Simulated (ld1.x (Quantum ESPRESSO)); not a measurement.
## Re (Z = 75): variants of one TM potential

Base potential:

- Element: rhenium
- Generator: ld1.x (Quantum ESPRESSO) 7.5
- Type: norm-conserving Troullier–Martins (Kleinman–Bylander form)
- Functional: BP86
- Relativity: scalar-relativistic
- Frozen core: [Kr] 4d10 4f14 5s2
- Valence charge: 13
- Reference configuration: 5p6 5d5 6s0 6p0 (charge +2)
- Partial waves: 6s (bound, empty): rc 1.20 bohr; 5p (bound): rc 1.15 bohr; 5d (bound): rc 1.65 bohr
- Local potential: all-electron potential smoothed inside 1.35 bohr (lloc = -1)
- Core correction: none

Cutoffs, loose and tight: the cutoffs (Ry, on a coarse ladder) from which the occupation-weighted sum of valence levels, in a spherical-Bessel basis at the reference potential, stays within 10 and 1 mRy of its value at 400 Ry. They do not see the model core or the augmentation charge, which bear on the density cutoff. Test errors are all-electron minus pseudo excitation energies from the reference, over the configurations 5p6 5d5 6s2 6p0; 5p6 5d5 6s1 6p0; 5p6 5d4 6s0 6p0; 5p5 5d5 6s2 6p0; 5p6 5d5 6s0 6p2; 5p6 5d5 6s0 6p1; 5p6 5d3 6s0 6p0. A dash means not determined; rows that change the core or the reference have their own tests. The largest error is taken over the tests solved by every variant that gives reliable tests at all: 5p6 5d3 6s0 6p0; 5p6 5d4 6s0 6p0; 5p6 5d5 6s0 6p1; 5p6 5d5 6s0 6p2.

A true bound ghost makes a file unfit for plane-wave use even where its test errors are small: the radial tests pick states by their node count and pass the ghost by. Where a test does run into it, the solver fails or the error is huge.

Cutoffs are not given where the Bessel-basis levels miss the radial ones by over 6 mRy, ghosts where they miss by over 20 mRy; a channel whose overlap is not positive is not tested.

For the base: The 6s radius (1.20 bohr) lies inside the outermost node of the all-electron wave (1.23 bohr), which a nodeless pseudo-wave cannot match soundly.

```csv
change,outcome,"cutoff, loose","cutoff, tight",bound ghosts,largest test error (meV)
base,generated,110 Ry,160 Ry,s,+60
"all radii scaled by about 0.77 (s 0.92, p 0.88, d 1.26 bohr); local potential all-electron potential smoothed inside 1.04 bohr (lloc = -1)",generated,300 Ry,over 300 Ry,s,+303
"all radii scaled by about 0.92 (s 1.10, p 1.06, d 1.52 bohr); local potential all-electron potential smoothed inside 1.24 bohr (lloc = -1)",generated,110 Ry,200 Ry,s,+93
"all radii scaled by about 1.04 (s 1.24, p 1.20, d 1.72 bohr); local potential all-electron potential smoothed inside 1.40 bohr (lloc = -1)",generated,–,–,s,+53
"all radii scaled by about 1.14 (s 1.36, p 1.30, d 1.88 bohr); local potential all-electron potential smoothed inside 1.54 bohr (lloc = -1)",generated,100 Ry,140 Ry,s,-35
"all radii scaled by about 1.22 (s 1.46, p 1.40, d 2.02 bohr); local potential all-electron potential smoothed inside 1.66 bohr (lloc = -1)",generated,90 Ry,120 Ry,s,-87
"all radii scaled by about 1.30 (s 1.56, p 1.50, d 2.14 bohr); local potential all-electron potential smoothed inside 1.76 bohr (lloc = -1)",generated,60 Ry,100 Ry,s,-330
"all radii scaled by about 1.39 (s 1.66, p 1.60, d 2.28 bohr); local potential all-electron potential smoothed inside 1.88 bohr (lloc = -1)",generated,50 Ry,90 Ry,s,+366
```

Q: What comes out with this change to the base: all radii scaled by about 0.88 (s 1.06, p 1.00, d 1.44 bohr); local potential all-electron potential smoothed inside 1.18 bohr (lloc = -1)?

A: outcome: generated; cutoff, loose: 160 Ry; cutoff, tight: 300 Ry; bound ghosts: s; largest test error (meV): +117.

Reading the sweep of the scale of all radii (base = 1) (base included, trends over the rows without a ghost): Bound ghosts are found at 0.77, 0.88, 0.92, 1, 1.04, 1.14, 1.22, 1.3, 1.39. Every judged row has one, so this setting neither creates nor removes them.
